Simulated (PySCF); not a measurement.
## Computed spin Hamiltonian

Compound: C6H11OS (doublet state).
Z-matrix (Å and degrees, GFN2-xTB geometry), rows numbered from 1:
```
O 
C   1  1.1961
C   2  1.5195  1  126.61
C   3  1.4749  2  114.96  1     2.30
C   4  1.4760  3  121.70  2   -99.19
C   5  1.5483  4  113.17  3    78.96
C   6  1.5188  5  112.47  4    60.18
S   7  1.8267  6  112.91  5    59.06
H   2  1.1096  1  121.17  3   178.83
H   3  1.0950  2  106.72  1  -121.79
H   3  1.0975  2  104.71  1   124.60
H   4  1.0763  3  117.91  2    67.62
H   5  1.0946  4  110.20  3   -41.07
H   5  1.0921  4  109.61  3  -160.71
H   6  1.0933  5  108.70  4  -177.88
H   6  1.0921  5  109.47  4   -59.77
H   7  1.0904  6  111.08  5   179.98
H   7  1.0889  6  110.60  5   -58.79
H   8  1.3330  7   95.99  6    60.48
```

The hyperfine couplings belong to this conformer and change with its torsions.

Identity: `O=CC[CH]CCCS` [radical].

Method used: UKS B3LYP, pcH-1 on C H O S, non-relativistic, mean-field spin-orbit, GIAO in PySCF 2.14.0. The structure is a single GFN2-xTB conformer in the gas phase; no vibrational or solvent corrections. Couplings are sensitive to structure, and on GFN2-xTB geometries they can be far from those on DFT ones. Stability of the SCF solution: not tested.

| Item | Value |
| --- | --- |
| g1, g2, g3 | 2.00221, 2.00274, 2.00315 |
| g_iso | 2.00270 |
| Form of g | rhombic: the two nearest values differ by 43 % of g3 − g1 |
| ⟨S²⟩ | 0.7539 (exact 0.7500) |
| α and β electrons | 36, 35 |
| Basis functions | 320 |

Isotropic coupling and dipolar principal values T1 to T3, in MHz:

```csv
atom,isotope,a_iso,of which spin–orbit,T1,T2,T3,Mulliken spin population
O1,17O,-1.6,0.0,-1.8,0.2,1.6,0.00
C2,13C,80.4,0.0,-5.6,-5.0,10.6,0.04
C3,13C,-30.9,0.0,-1.8,-1.0,2.9,-0.08
C4,13C,103.7,-0.1,-80.4,-79.6,160.0,1.03
C5,13C,-30.6,0.0,-2.2,-0.1,2.3,-0.08
C6,13C,76.1,0.0,-6.6,-6.3,12.8,0.06
C7,13C,2.7,0.0,-1.2,0.2,1.0,0.00
S8,33S,0.1,0.0,-0.4,-0.2,0.5,0.00
H9,1H,12.9,0.0,-3.0,-1.9,4.9,0.01
H10,1H,11.7,0.0,-5.0,-3.9,8.9,0.01
H11,1H,64.4,0.0,-5.3,-4.4,9.7,0.03
H12,1H,-60.7,0.0,-38.1,-0.6,38.7,-0.04
H13,1H,42.6,0.0,-4.7,-4.5,9.2,0.02
H14,1H,28.7,0.0,-5.0,-4.5,9.5,0.01
H15,1H,6.6,0.0,-3.9,-1.8,5.7,0.01
H16,1H,-4.7,0.0,-5.1,-1.9,6.9,0.00
H17,1H,0.0,0.0,-1.7,-0.9,2.6,0.00
H18,1H,-0.7,0.0,-4.8,-3.0,7.8,0.00
H19,1H,-0.2,0.0,-0.9,-0.7,1.6,0.00
```

The largest Mulliken spin populations are on C4 (+1.03), C5 (-0.08) and C3 (-0.08). No atom but C4 exceeds +0.15. The angles at C4 add up to 358.7°, so it is planar; its axial dipolar tensor and the negative coupling of its proton fit spin in a p orbital normal to that plane.

Axes: g2 points within 9° of the C3–C4 bond.

Under fast tumbling the dipolar parts average out, and these isotropic splittings remain: 1 × 1H (H12, I = 1/2, 2 lines) with 2.17 mT, 2 × 1H (H10/H11, I = 1/2, 3 lines) with 1.36 mT, 2 × 1H (H13/H14, I = 1/2, 3 lines) with 1.27 mT, 1 × 1H (H9, I = 1/2, 2 lines) with 0.46 mT and 2 × 1H (H15/H16, I = 1/2, 3 lines) with 0.03 mT.

Class means assume fast exchange of nuclei equivalent by connectivity; if that motion is slow, each nucleus keeps its own coupling. The 1H value of +38.1 MHz is a mean of couplings from 11.7 to 64.4 MHz in this one geometry, not an average over conformers. The 1H value of +35.7 MHz is a mean of couplings from 28.7 to 42.6 MHz in this one geometry, not an average over conformers.

The 13C coupling of C4 (103.7 MHz) shows only in satellite lines or after enrichment, since that isotope makes up about 1.07 % of natural carbon.
